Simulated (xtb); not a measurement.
Input file for xtb: GFN-FF on CH4F2O (a complex), monomers drawn apart or pushed together.

```
$ xtb mol.xyz --gfnff --sp --chrg 0 --uhf 0
8

O      0.24599637     0.28892396    -0.05210332
H      0.38210262    -0.47114322    -0.62652152
H     -0.54111725     0.08411645     0.46665587
F      0.66588098    -0.73259455     4.07141479
C      0.26943646     0.41222901     3.45245356
F     -0.98285329     0.19864575     2.92760322
H      0.94720929     0.62929170     2.62835797
H      0.19174563     1.20641399     4.19543115
```

Give the final energy of this run.

-0.9130 hartree.
